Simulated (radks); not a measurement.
The numbers below are computed, except where a source is named.
Dynamic dipole polarisability and lines of the barium ion Ba9+, [Kr] 4d10 5s1. Code: a radial shooting solver on a logarithmic mesh with Libxc functionals. Model: scalar-relativistic Kohn-Sham, PBE, spin-polarised, spherical densities, finite nucleus; open shells are filled with parallel spins first (spin-orbit coupling, left out, can overturn this in heavy ions); Fermi nuclear charge, rms radius of each element as measured or else 0.836 A^(1/3) + 0.57 fm. Time-dependent linear response with the Hartree and adiabatic LDA kernel, continuum included through the Sternheimer equations, no spin-orbit coupling, so fine structure and intercombination lines are absent. Lines are the poles of the dipole polarisability below minus the highest occupied eigenvalue, found on a grid refined at the orbital gaps; the lowest seven at most are given, and weak or close lines can be missed. The first line takes the name of the lowest orbital gap if no other gap lies below it; otherwise a line is named after a gap within 0.6 % of it, if that gap stands alone.

| photon energy (eV) | alpha (bohr^3) |
|---|---|
| 0 | 1.974 |
| 6.920 | 2.149 |
| 20.760 | -64.56 |
| 34.601 | -0.04359 |
| 48.441 | 0.4706 |
| 62.281 | 0.7524 |
| 76.121 | 0.8410 |
| 89.962 | 1.931 |
| 103.80 | 1.468 |
| 117.64 | 13.50 |
| 131.48 | -2.062 |

Lines (eV, oscillator strength): 20.549 (60.33 nm, 5s-5p), f = 0.768; 73.077 (16.97 nm, unassigned), f = 0.108; 89.726 (13.82 nm, 4d-5p), f = 0.0506; 92.076 (13.47 nm, unassigned), f = 0.713; 98.010 (12.65 nm, unassigned), f = 0.0769; 120.08 (10.32 nm, unassigned), f = 6.90. Higher lines, where found, are left out when the end of the mesh affects them. Those listed give 91 % of the static polarisability (sum of f/w^2). Orbital energy gaps for comparison: 5s-5p 19.549 eV; 5s-6p 73.584 eV; 4d-5p 89.930 eV; 4d-5p down 91.199 eV; 4d-4f 97.671 eV. At laser wavelengths: 1550 nm 1.976, 1064 nm 1.979, 780 nm 1.982, 532 nm 1.992, 355 nm 2.015, 266 nm 2.048, 193 nm 2.122 bohr^3.
